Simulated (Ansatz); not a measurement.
Complex (SMILES): N (NH3) with F (HF), atoms 1 to 4 the first; geometry from B3LYP-D3(BJ)/def2-TZVP, monomers rigid:
```xyz
6

N     -0.5698    -0.2403    -0.1194
H     -0.4344     0.5969    -0.6751
H     -0.4917     0.0187     0.8578
H      0.1864    -0.8813    -0.3329
F     -2.9138    -1.3411    -0.6221
H     -2.0588    -0.9396    -0.4388
```

How fast the counterpoise-corrected interaction energy converges with the basis for several methods (Ansatz, a first-principles code): deviation from each method's own reference, in kcal/mol. References: B3LYP -13.87 kcal/mol, the value in aug-pcseg-3; HF -11.65 kcal/mol, the value in aug-pcseg-3; MP2 -13.84 kcal/mol, Hartree-Fock in aug-cc-pVQZ plus the correlation part extrapolated as X^-3 from aug-cc-pVTZ and aug-cc-pVQZ; PBE -14.74 kcal/mol, the value in aug-pcseg-3. All functions are spherical. In correlated methods cores are frozen. No added dispersion term, no relativity. 

| basis | functions | B3LYP | HF | MP2 | PBE |
|---|---|---|---|---|---|
| def2-SV(P) | 36 | -0.86 | -1.10 | 0.93 | ___ |
| pcseg-1 | 48 | -0.11 | -0.25 | 1.54 | ___ |
| cc-pVDZ | 48 | 1.40 | 0.70 | 2.91 | ___ |
| def2-SVP | 48 | 0.65 | -0.11 | 2.08 | ___ |
| aug-pcseg-1 | 82 | -0.14 | -0.03 | 1.43 | ___ |
| pcseg-2 | 116 | 0.09 | 0.01 | 0.92 | ___ |
| def2-TZVPP | 118 | 0.30 | 0.11 | 1.14 | ___ |
| jun-cc-pV(T+d)Z | 134 | 0.00 | 0.00 | 0.72 | ___ |
| def2-TZVPPD | 145 | 0.02 | 0.02 | 0.75 | ___ |
| cc-pVQZ | 230 | 0.36 | 0.16 | 0.72 | ___ |
| aug-cc-pVQZ | 344 | 0.00 | 0.02 | 0.23 | ___ |
| pcseg-4 | 446 | -0.01 | 0.01 | 0.17 | ___ |

Task: Complete the blanks.

Result: 
- def2-SV(P), PBE: -0.78
- pcseg-1, PBE: -0.02
- cc-pVDZ, PBE: 1.65
- def2-SVP, PBE: 0.91
- aug-pcseg-1, PBE: -0.16
- pcseg-2, PBE: 0.16
- def2-TZVPP, PBE: 0.39
- jun-cc-pV(T+d)Z, PBE: 0.01
- def2-TZVPPD, PBE: 0.01
- cc-pVQZ, PBE: 0.46
- aug-cc-pVQZ, PBE: -0.01
- pcseg-4, PBE: 0.00

Mean absolute deviation over pcseg-2, def2-TZVPP, jun-cc-pV(T+d)Z, def2-TZVPPD: HF 0.03, B3LYP 0.10, PBE 0.14, MP2 0.88 kcal/mol.
